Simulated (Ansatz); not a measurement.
Mulliken charges of CHCl2FGaN (`N=[C](Cl)[Ga]([F])[Cl]`) from B3LYP/def2-TZVPP in Ansatz (PBE0-D4/def2-TZVP geometry).

```
atom   x (Å)   y (Å)   z (Å)  charge (e)
  N1   0.667  -1.313   0.736      -0.172
  C2   0.367  -0.570  -0.222      -0.038
 Cl3   0.794  -0.890  -1.902      -0.090
 Ga4  -0.653   1.081   0.115       0.707
  F5  -1.100   2.102  -1.222      -0.355
 Cl6  -1.269   1.737   2.024      -0.213
  H7   1.194  -2.147   0.471       0.160
```

**Question.** By hand: the dipole of these point charges (1 e Å = 4.8032 D).

**Answer.** Σ q r = (0.190, -0.368, 0.212) e Å, of length 0.465 e Å = 2.23 D.

**Question.** How does the dipole of the full density compare? (Estimate.)

**Answer.** Ansatz gave: (0.238, -0.398, -0.002) e Å, 2.23 D; the point charges give 1.00 times that, at 28° from its direction.

Point charges leave out the atoms' own dipoles, such as those of lone pairs, and Mulliken's split depends on the basis, so the two needn't agree.

B3LYP here is the variant with VWN-RPA as its local correlation; programs differ in this.
